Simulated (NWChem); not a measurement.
System meant: C3H4O2Si; SMILES C=C=C1O[SiH2]O1

NWChem input:

```
start job
memory heap 200 mb stack 900 mb global 1100 mb
geometry units angstroms noautoz
  C      0.000000     0.000000    -3.010210
  C      0.000000     0.000000    -1.701462
  C      0.000000     0.000000    -0.392553
  O      0.000000    -1.091834     0.456851
  Si     0.000000     0.000000     1.763094
  O      0.000000     1.091834     0.456851
  H      0.932764     0.000000    -3.590373
  H     -0.932764     0.000000    -3.590373
  H     -1.229373     0.000000     2.592852
  H      1.229373     0.000000     2.592852
end
basis spherical
  * library def2-svp
end
dft
  odft
  mult 2
  xc b3lyp
  iterations 150
  mulliken
end
task dft energy
```

End of the output:

```
                                 NWChem DFT Module
                                 -----------------

 Summary of "ao basis" -> "ao basis" (spherical)
 ------------------------------------------------------------------------------
       Tag                 Description            Shells   Functions and Types
 ---------------- ------------------------------  ------  ---------------------
 C                          def2-svp                 6       14   3s2p1d
 O                          def2-svp                 6       14   3s2p1d
 Si                         def2-svp                 8       18   4s3p1d
 H                          def2-svp                 3        5   2s1p

 Summary of "ao basis" -> "ao basis" (spherical)
 ------------------------------------------------------------------------------
       Tag                 Description            Shells   Functions and Types
 ---------------- ------------------------------  ------  ---------------------
 C                          def2-svp                 6       14   3s2p1d
 O                          def2-svp                 6       14   3s2p1d
 Si                         def2-svp                 8       18   4s3p1d
 H                          def2-svp                 3        5   2s1p

      Symmetry analysis of basis
      --------------------------

        a1         48
        a2         10
        b1         25
        b2         25

  number of electrons :                   52
  multiplicity        :                    2
 ------------------------------------------------------------------------
  no. of electrons and multiplicity not compatible                  52
 ------------------------------------------------------------------------
 ------------------------------------------------------------------------
  current input line :
    25: task dft energy
 ------------------------------------------------------------------------
 ------------------------------------------------------------------------
 There is an error in the input file
 ------------------------------------------------------------------------
 For more information see the NWChem manual at https://nwchemgit.github.io

0: no. of electrons and multiplicity not compatible:Received an Error in Communication
```

Question: What is wrong, and how is it mended?

Answer: The input was rejected before any calculation. Cause: the multiplicity doesn't fit the number of electrons (an even count wants an odd multiplicity, and the reverse). This input runs:
```
start job
memory heap 200 mb stack 900 mb global 1100 mb
geometry units angstroms noautoz
  C      0.000000     0.000000    -3.010210
  C      0.000000     0.000000    -1.701462
  C      0.000000     0.000000    -0.392553
  O      0.000000    -1.091834     0.456851
  Si     0.000000     0.000000     1.763094
  O      0.000000     1.091834     0.456851
  H      0.932764     0.000000    -3.590373
  H     -0.932764     0.000000    -3.590373
  H     -1.229373     0.000000     2.592852
  H      1.229373     0.000000     2.592852
end
basis spherical
  * library def2-svp
end
dft
  xc b3lyp
  iterations 150
  mulliken
end
task dft energy
```
It converges to -556.35141 Ha (B3LYP/def2-SVP).
